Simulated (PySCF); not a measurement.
carbazole (C₁₂H₉N), SMILES c12ccccc2[nH]c2ccccc21.

The structure is a stationary point at B3LYP-D3(BJ)/def2-SVP.

Two levels are set side by side: PBE/def2-SVP (PySCF) and r2SCAN/def2-SVP (PySCF). Same geometry, gas phase. Differences are taken from unrounded values.

```json
[
 {"quantity": "orbital gap (eV)", "PBE": "3.39"},
 {"quantity": "highest occupied level (eV)", "PBE": "-5.00"},
 {"quantity": "lowest empty level (eV)", "PBE": "-1.62"},
 {"quantity": "dipole moment (D)", "PBE": "1.79"},
 {"quantity": "mean polarisability (bohr³)", "PBE": "140.7"}
]
```

### Question
These are the PBE values. What does r2SCAN give? (Estimate from the structure and the level; the computed values follow.)

### Answer

```tsv
quantity	r2SCAN	PBE minus r2SCAN
orbital gap (eV)	3.65	-0.27
highest occupied level (eV)	-5.21	0.21
lowest empty level (eV)	-1.56	-0.06
dipole moment (D)	1.76	0.03
mean polarisability (bohr³)	138.9	1.8
```

Rough cost on one machine, each run with all the roots and properties that it gave: r2SCAN against PBE about 3 times.
